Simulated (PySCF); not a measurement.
AlB2FH3, CH4AlBCl (calculated)

Computed with PySCF 2.14.0. Calculation on a computer-drawn molecule: the log of a Hartree-Fock and frozen-core CCSD(T) single point meant for a local Hartree-Fock minimum, with one planted fault or none, to be diagnosed. Offsets are logged minus clean, where the clean run is the same molecule without the fault. The reference is restricted for singlets and unrestricted otherwise, and also for a bond in bohr or an excited solution. Adding or removing an electron swaps singlet and doublet. The excited solution moves the top pair (singlet) or top alpha electron (doublet) to the lowest empty orbital. Highest occupied and lowest empty are orbital energies over both spins, largest force is the largest gradient component, triples share is (T) over the correlation energy, the T1 limit is 0.02 restricted and 0.045 unrestricted, electrons count all cores, a negative frequency is imaginary (commonest isotopes), and the dipole is about the centre of nuclear charge.

Common to all runs: meant charge 0; meant multiplicity 2; meant basis cc-pV(D+d)Z; logged SCF converged yes; logged spin squared 0; logged CC converged yes; logged SCF stable within its kind yes; possible faults no fault, one electron removed, one electron added, multiplicity raised by two, geometry at a saddle point, SCF held on an excited solution, minimal basis STO-3G, one bond length entered in bohr, all coordinates scaled.

```json
{"entry": 1, "formula": "AlB2FH3", "logged_structure": {"atoms_angstrom": [["B", -0.1962, -2.4736, 0.5843], ["Al", 0.3244, -0.5778, 1.2055], ["B", -0.908, 1.1789, 1.2025], ["F", 1.886, -0.4236, 1.7689], ["H", -0.5181, -3.5587, 0.2202], ["H", -1.594, 1.4852, 2.1422], ["H", -0.96, 1.9272, 0.2619]]}, "given": {"logged_electrons": 36, "logged_basis_functions": 80, "logged_highest_occupied [eV]": -0.35952, "logged_lowest_empty [eV]": 5.3463, "logged_largest_force [hartree/bohr]": 0.04275, "logged_T1_diagnostic": 0.015948, "logged_D1_diagnostic": 0.050454, "logged_triples_share": 0.024661, "logged_dipole_magnitude [debye]": 4.016, "logged_energy_HF [hartree]": -392.41479, "logged_energy_CCSD(T) [hartree]": -392.88497, "drawn_bonds_atom": [1, 2, 2, 1, 3, 3], "drawn_bonds_other_atom": [2, 3, 4, 5, 6, 7], "drawn_bonds_order": [1, 1, 1, 1, 1, 1]}, "results": {"planted_fault": "one electron added", "HF_energy_offset_from_clean_run [kcal/mol]": 14.42, "CCSD(T)_energy_offset_from_clean_run [kcal/mol]": -9.429}}
{"entry": 2, "formula": "CH4AlBCl", "logged_structure": {"atoms_angstrom": [["B", -0.8593, -1.4726, -0.656], ["Al", -0.8517, 0.5418, -0.2662], ["C", -0.1137, 1.4035, 1.3219], ["Cl", -1.7482, 1.7564, -1.7703], ["H", -0.865, -2.6395, -0.8805], ["H", -0.8949, 1.9442, 1.8676], ["H", 0.3436, 0.6883, 2.0125], ["H", 0.6489, 2.1399, 1.0461]]}, "given": {"logged_electrons": 46, "logged_basis_functions": 94, "logged_highest_occupied [eV]": -0.48384, "logged_lowest_empty [eV]": 6.7776, "logged_largest_force [hartree/bohr]": 0.058327, "logged_T1_diagnostic": 0.01349, "logged_D1_diagnostic": 0.05038, "logged_triples_share": 0.028973, "logged_dipole_magnitude [debye]": 4.7188, "logged_energy_HF [hartree]": -766.29626, "logged_energy_CCSD(T) [hartree]": -766.79625, "drawn_bonds_atom": [1, 2, 2, 1, 3, 3, 3], "drawn_bonds_other_atom": [2, 3, 4, 5, 6, 7, 8], "drawn_bonds_order": [1, 1, 1, 1, 1, 1, 1]}, "results": {"planted_fault": "one electron added", "HF_energy_offset_from_clean_run [kcal/mol]": 12.29, "CCSD(T)_energy_offset_from_clean_run [kcal/mol]": -11.43}}
```
